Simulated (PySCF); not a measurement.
fluoromethylidenecyclobutane (C5H7F), SMILES FC=C1CCC1.

Coordinates come from a PBE-D3(BJ)/def2-SVP optimisation. A frequency run showed that this geometry is not a minimum.

Calculation: PBE-D3(BJ)/def2-SVP (PySCF).

No scaling factor is applied to the harmonic values.

Computed harmonic wavenumbers and intensities:
```csv
mode,ν (cm⁻¹),IR (km/mol),moving atoms (share of kinetic energy)
1,53i,0.0,"H 50 %, C 45 %"
2,175,1.7,"C 46 %, F 40 %, H 14 %"
3,248,0.3,"C 52 %, H 28 %, F 20 %"
4,381,10.3,"C 53 %, H 42 %"
5,485,6.3,"C 52 %, F 36 %, H 12 %"
6,702,1.5,"C 84 %, H 13 %"
7,715,2.0,"H 91 %, C 8 %"
8,727,0.8,"H 77 %, C 23 %"
9,815,11.6,"H 74 %, C 26 %"
10,859,1.3,"C 69 %, H 31 %"
11,937,2.5,"C 64 %, H 36 %"
12,959,1.1,"C 74 %, H 25 %"
13,1003,1.1,H 95 %
14,1032,0.3,"C 54 %, H 46 %"
15,1115,69.8,"C 66 %, H 19 %, F 15 %"
16,1141,64.8,"C 54 %, H 28 %, F 18 %"
17,1167,0.1,"H 78 %, C 22 %"
18,1180,0.3,"H 62 %, C 38 %"
19,1181,0.0,H 92 %
20,1215,5.4,"H 67 %, C 30 %"
21,1233,4.4,"H 51 %, C 47 %"
22,1312,7.9,"H 61 %, C 38 %"
23,1379,4.7,H 92 %
24,1389,0.2,H 92 %
25,1422,2.1,"H 88 %, C 12 %"
26,1739,50.3,C 97 %
27,2976,43.5,H 95 %
28,2981,5.0,H 95 %
29,3013,33.5,H 95 %
30,3025,15.2,"H 90 %, C 10 %"
31,3029,0.8,"H 90 %, C 10 %"
32,3075,20.1,"H 90 %, C 10 %"
33,3111,11.7,"H 91 %, C 9 %"
```
